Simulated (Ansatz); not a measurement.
Stepwise reaction of `[F][Al]([SH])[SH]` with water, as a gas-phase model of exchange steps in deposition or etching. ΔE in kJ/mol; ΔG adds harmonic PBE0-D4 terms to CCSD(T)/CBS, at 1 bar.

Program: Ansatz. Geometries: PBE0-D4/def2-TZVP. ΔE: electronic, gas phase. CBS: MP2 limit from def2 TZ/QZ plus the TZ coupled-cluster correction, frozen cores. This one scheme is used for every species. Functionals use def2-TZVPP. B3LYP here is the variant with VWN-RPA as its local correlation; programs differ in this. Each species was taken in one conformer, which may not be the lowest.

```
step                                               reaction  PBE-D4  B3LYP-D4  ωB97M-V  CCSD(T)/CBS  ΔG(600 K)
   1  `[F][Al]([SH])[SH]` + H₂O → `[OH][Al]([F])[SH]` + H₂S   -14.4     -25.5    -23.6        -20.3      -30.7
   2  `[OH][Al]([F])[SH]` + H₂O → `[OH][Al]([OH])[F]` + H₂S   -14.9     -25.9    -23.6        -20.4      -23.2
```

Task: By hand: ΔE of the 2 steps together at CCSD(T)/CBS.

Result: (-20.3) + (-20.4) = -40.7 kJ/mol, or -20.4 kJ/mol a step.

In ΔE the steps differ by no more than 0.1 kJ/mol. All are downhill at CCSD(T)/CBS. ΔG lies between -30.7 and -23.2 kJ/mol a step. PBE-D4 differs from CCSD(T)/CBS by 5.5 to 5.9 kJ/mol a step. Isolated molecules leave out the surface, adducts and barriers. Largest T1 diagnostic: 0.012.
